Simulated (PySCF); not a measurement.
SMILES [Si](O)([OH2+])(O)O[Si](O)(O)O (H7O7Si2 (cation, charge +1)) at its GFN2-xTB optimised geometry (Å):

```
16

O      2.2785    -0.5641    -0.4685
Si     1.0691    -0.6549     0.5750
O      0.3551     0.8325     0.5795
O      1.3197    -1.2210     2.0498
O     -0.1464    -1.6050     0.0000
Si    -1.7412    -1.6050     0.0000
O     -2.5265    -1.9551     1.3385
O     -2.3980    -2.2082    -1.3111
O     -2.0442     0.1619     0.0000
H      2.7895    -1.3120    -0.7677
H      0.8808     1.6050     0.3739
H      2.0481    -0.9921     2.6219
H     -2.6911    -2.8343     1.6726
H     -2.0141    -2.2334    -2.1863
H     -2.7895     0.4817     0.5274
H     -1.1734     0.6293     0.2405
```

Computed with PySCF with CAM-B3LYP/def2-TZVP. Cells within 0.4 Å of a nucleus heavier than hydrogen are left out (blank, or x).

Map of the HOMO−1 amplitude (bohr^(-3/2)) on the plane z = 0.6 Å; orbital energy -15.25 eV, overall sign arbitrary:

```
|22222222222222222222222222222|
|22222222222222222222222222222|
|22222222222222222222222222222|
|22222222222222222222222222222|
|22222222222222222222222222222|
|22222222222222222222222222222|
|22222222222222222222222222222|
|22222222222222222222222222222|
|22222222222222222222222222222|
|22222222222222222222222222222|
|22222222222222221122222222222|
|222222222222233x0112222222222|
|22222222222223xxx011111122222|
|22222222222222210111111112222|
|22222222222222221111000112222|
|22222222222222222x21000112222|
|2222233222222332xxx1000112222|
|22223333222344432221101112222|
|22233443212458753221111122222|
|22233443112469953211111222222|
|22233443112457743221122222222|
|22223332112344432222222222222|
|22222332222333332222222222222|
|22222222222222222222222222222|
|22222222222222222222222222222|
|22222222222222222222222222222|
|22222222222222222222222222222|
|22222222222222222222222222222|
|22222222222222222222222222222|
```
Scale: ten equal steps from -0.044 (start of '0') to 0.132 (end of '9'), in the order '0123456789'; x runs from -5.00 to 5.00, y from -5.00 (bottom) to 5.00 (top).
